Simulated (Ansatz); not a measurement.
`[Li][N](C)C` and `CN(C)N` differ in one atom or group.

Ansatz, PBE0-D4/def2-TZVP geometries, multiplicity 1. Each molecule was computed in one conformer, which needn't be the lowest.

```csv
property,`[Li][N](C)C`
LUMO energy (PBE0/def2-TZVPP) / eV,-1.05
HOMO energy (ωB97M-V/def2-TZVPP) / eV,-6.36
HOMO–LUMO gap (B3LYP/def2-TZVPP) / eV,2.66
HOMO energy (PBE0/def2-TZVPP) / eV,-4.10
HOMO–LUMO gap (PBE0/def2-TZVPP) / eV,3.05
HOMO–LUMO gap (PBE/def2-TZVPP) / eV,1.42
```

Question: Give the same properties after the change, and the shifts. (Best estimate.)

Answer: Ansatz gave: 
| property | `CN(C)N` | shift |
| --- | --- | --- |
| LUMO energy (PBE0/def2-TZVPP) / eV | 0.99 | 2.04 |
| HOMO energy (ωB97M-V/def2-TZVPP) / eV | -8.75 | -2.39 |
| HOMO–LUMO gap (B3LYP/def2-TZVPP) / eV | 6.83 | 4.17 |
| HOMO energy (PBE0/def2-TZVPP) / eV | -6.39 | -2.29 |
| HOMO–LUMO gap (PBE0/def2-TZVPP) / eV | 7.38 | 4.33 |
| HOMO–LUMO gap (PBE/def2-TZVPP) / eV | 5.17 | 3.75 |

With PBE0 the HOMO falls by 2.29 eV and the LUMO rises by 2.04 eV, so the gap widens by about 4.33 eV. PBE moves the HOMO by -2.00 eV and ωB97M-V by -2.39 eV.

B3LYP here is the variant with VWN-RPA as its local correlation; programs differ in this.
